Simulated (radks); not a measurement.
The numbers below are computed, except where a source is named.
Species: the technetium ion Tc+. Configuration: [Kr] 4d5 5s1. Level of theory: scalar-relativistic Kohn-Sham, Slater X-alpha with alpha = 0.667, spin-polarised, spherical densities, point nucleus; open shells are filled with parallel spins first (spin-orbit coupling, left out, can overturn this in heavy ions) (a radial shooting solver on a logarithmic mesh with Libxc functionals). Some entries of the table are withheld. Estimate them.

orbital,occ.,eigenvalue (eV),<1/r> (bohr^-1),<r^2> (bohr^2)
1s up,1,-20844.98,44.66,0.001590
1s down,1,-20844.96,44.66,0.001590
2s up,1,-2979.382,10.07,0.02644
2s down,1,-2978.744,10.07,0.02644
2p up,3,-2668.909,9.788,0.02079
2p down,3,-2668.412,9.789,0.02079
3s up,1,-523.0015,3.473,0.1986
3s down,1,-522.5171,3.474,0.1984
3p up,3,-421.1517,3.308,0.2025
3p down,3,-420.6237,3.309,0.2022
3d up,5,-255.8236,3.080,0.1918
3d down,5,-255.1245,3.081,0.1913
4s up,1,-80.7361,1.291,1.276
4s down,1,-77.1202,1.304,1.255
4p up,3,-52.9042,1.147,1.589
4p down,3,-48.9488,1.162,1.554
4d up,5,-14.4591,(1),(2)
5s up,1,-11.8660,0.4316,9.990
4d down,0,-9.8041,(3),(4)
5s down,0,-7.4683,0.3958,12.29

Answer. 
(1) 4d up <1/r> (bohr^-1): 0.7975
(2) 4d up <r^2> (bohr^2): 3.422
(3) 4d down <1/r> (bohr^-1): 0.8108
(4) 4d down <r^2> (bohr^2): 3.427
